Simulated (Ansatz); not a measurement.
SiB₈. Total charge 0; singlet. Geometry B3LYP-D4/def2-SVP; atoms count from 1.

```xyz
9

Si   -2.7760   -0.2921    1.4204
B    -0.8343    0.0713    0.6399
B     2.0486   -0.7114   -2.2974
B     0.0607    1.1884    1.5665
B     0.8205    0.6173    0.2997
B     0.6220   -1.1434   -1.9552
B    -0.1556   -0.5971   -0.7073
B    -1.3723    0.8522    2.0464
B     1.5864    0.0147   -1.0130
```

The restricted singlet is unstable towards broken spin symmetry in Hartree–Fock (as tested in another run); at PBE0-D4/def2-TZVP this wasn't settled. Another isomer (singlet) lies 0.28 eV lower at PBE0-D4/def2-TZVP; other spin states weren't run for this one.

Q: Estimate the Mulliken populations from the PBE0/def2-TZVP orbitals of Ansatz.

A: 
```csv
atom,charge (e)
Si1,0.11
B2,-0.07
B3,-0.07
B4,-0.11
B5,0.22
B6,-0.06
B7,0.08
B8,-0.04
B9,-0.06
```
Mulliken values depend strongly on the basis.

Q: And the Mayer bond orders between heavy atoms (over 0.3)?

A: Si1–B2 0.82 (2.12 Å); Si1–B8 1.21 (1.92 Å); B2–B4 0.74 (1.71 Å); B2–B5 0.49 (1.78 Å); B2–B7 0.82 (1.65 Å); B2–B8 0.59 (1.70 Å); B3–B6 1.58 (1.53 Å); B3–B9 1.42 (1.55 Å); B4–B5 1.04 (1.58 Å); B4–B8 1.32 (1.55 Å); B5–B7 0.45 (1.86 Å); B5–B9 0.89 (1.63 Å); B6–B7 1.14 (1.57 Å); B6–B9 0.70 (1.78 Å); B7–B9 0.57 (1.87 Å).
